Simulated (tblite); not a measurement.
Species: C5H9FOSi.
Structure used (GFN2-xTB), in Å, numbered top down from 1:
```
atom  x, y, z in Å
C1     2.4232    0.4122    0.0869
C2     1.3523   -0.0913   -0.4984
C3     0.2445   -0.8146    0.2314
F4     0.6698   -2.1343    0.4643
C5     0.0193   -0.1757    1.5765
O6    -0.6457    0.8109    1.7232
C7    -1.0484   -0.8103   -0.5550
Si8   -1.8196    0.9407   -0.6524
H9     2.5836    0.3622    1.1509
H10    3.1933    0.8979   -0.4879
H11    1.2259   -0.0363   -1.5706
H12    0.5065   -0.6881    2.4232
H13   -1.7474   -1.4955   -0.0741
H14   -0.8494   -1.2079   -1.5496
H15   -0.7770    1.9607   -0.7225
H16   -2.8141    1.1513    0.3905
H17   -2.5238    0.9302   -1.9462
```

Computed with GFN2-xTB (tblite): harmonic, unscaled wavenumbers at the GFN2-xTB geometry, gas phase. The method is semi-empirical: single wavenumbers can be off by several per cent or more. Modes of hydrogen on silicon can be 10 to 20 % off. One conformer, not necessarily the lowest. The optimisation stopped once no atom felt more than 0.01 eV/Å.

Lowest wavenumbers of the output (negative numbers stand for imaginary wavenumbers):
```
mode    cm-1
  1     -57.2
  2      91.4
  3     121.4
  4     162.6
  5     222.5
  6     242.9
  7     290.3
  8     304.3
```

**Question.** Is this structure a minimum?

**Answer.** Not by this Hessian. 1 mode is imaginary beyond 20i (57i cm⁻¹), so at this level the point lies at or near a first-order saddle. The curvature is small, so loose convergence or finite differences may be the whole cause.

**Question.** Which atoms move in the imaginary mode?

**Answer.** 57i: C1 (terminal =CH2 carbon) 39 %, H9 (vinylic hydrogen) 22 %, H11 (vinylic hydrogen) 13 %. These are shares of the mass-weighted motion.

**Question.** What is the remedy?

**Answer.** Step along that mode in both directions, optimise again with tighter thresholds and repeat the frequencies. The zero-point energy of this point (75.9 kcal/mol) counts the 44 real modes alone, and thermal corrections from it aren't those of a minimum.
